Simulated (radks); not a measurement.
Values are calculated unless marked as measured or tabulated.
Br, configuration [Ar] 3d10 4s2 4p5. Level of theory: Dirac Kohn-Sham, PBE, spin-unpolarised, spherical densities, point nucleus; open shells are shared between the two j in proportion to 2j + 1 (a radial shooting solver on a logarithmic mesh with Libxc functionals).

X-ray form factor f0, the Fourier transform of the density (f0(0) = 35):

sin(theta)/lambda (1/angstrom),f0 (electrons)
0.05,34.288
0.1,32.449
0.15,30.104
0.2,27.762
0.25,25.665
0.3,23.851
0.4,20.839
0.5,18.265
0.6,15.926
0.8,12.003
1,9.282
1.25,7.300
1.5,6.224
2,4.929
